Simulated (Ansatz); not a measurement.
A made-up structure of H3TeO (charge +1), closed shell:

```xyz
5
angstrom
O -0.3421 -0.5831 0.0804
Te 1.2244 0.8370 0.1268
H -0.7714 -0.8468 0.9087
H -0.2933 -1.3270 -0.5394
H -0.9668 0.0780 0.4176
```

It is relaxed with PBE-D4/def2-SVP and then PBE0-D4/def2-TZVP (Ansatz 0.2.0). Atoms count as bonded within 1.22 times the sum of their covalent radii (H–H: 0.88 Å). The end point is not checked to be a true minimum.

Task: Does its bonding change? (A judgement: the text doesn't fix the answer.)

Result: The calculation gives: Yes. Formed: Te2–H5; broken: O1–H5.

Where it ends: The first stage lowers the energy by 5.53 eV in 15 steps. It ends as H₃TeO ([OH2][TeH]), total charge +1:
O1  (-0.465, -1.005, 0.251)
Te2  (0.869, 0.635, 0.211)
H3  (-0.660, -1.441, 1.095)
H4  (-0.456, -1.645, -0.478)
H5  (-0.437, 1.614, -0.085)
(Å)

Labels in which every atom is bracketed show which atoms are joined, not bond orders.

For scale, one of the runs: PBE0-D4/def2-TZVP relaxation, 99 basis functions, launched by `ansatz run in.yaml --threads 2 --pin off --events-out ev --progress --plain --max-ram 4352MiB`. Hardware: 2 CPU threads of an AMD EPYC 7B13, shared host. Wall time about 7.5 s.
